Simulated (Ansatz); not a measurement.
Compare A (`CC#[C][GeH2][OH]`) with its isomer B (`C#C[O][GeH2][CH3]`).

Gas-phase electronic energies from Ansatz, PBE0-D4/def2-TZVP geometries. CCSD(T)/CBS is the MP2 limit (def2-TZVPP, def2-QZVPP) plus CCSD(T) − MP2 in def2-TZVPP, frozen cores. DFT in def2-TZVPP. B3LYP here is the variant with VWN-RPA as its local correlation; programs differ in this. For Ge outer-core shells are correlated without core-valence functions, which leaves a few kJ/mol of doubt a bond. Scalar relativity is left out up to krypton. One conformer a species, not always the lowest.

Question: Which is lower in electronic energy at CCSD(T)/CBS, and by how much? (An estimate is asked.)

Answer: The calculation gave: A, by 20.7 kcal/mol.

Question: Give E(B) − E(A) in kcal/mol with CCSD(T)/def2-TZVPP, ωB97M-V, B3LYP-D4, B3LYP, PBE-D4, r2SCAN-D4, PBE0-D4. (An estimate is asked.)

Answer: Ansatz gave: CCSD(T)/def2-TZVPP 20.8, ωB97M-V 18.7, B3LYP-D4 17.7, B3LYP 18.5, PBE-D4 17.0, r2SCAN-D4 18.2, PBE0-D4 18.1. None reverses the order clearly.

Largest T1 diagnostic: 0.012.

The D4 term adds −0.8 kcal/mol with B3LYP and −0.5 kcal/mol with PBE0; it sums over pairs of atoms, weighted by their polarisabilities, and B3LYP, whose exchange is more repulsive, gets the larger term. From PBE to PBE0 (25 % exact exchange), in def2-TZVPP and without D4, E(B) − E(A) moves by +1.0 kcal/mol.
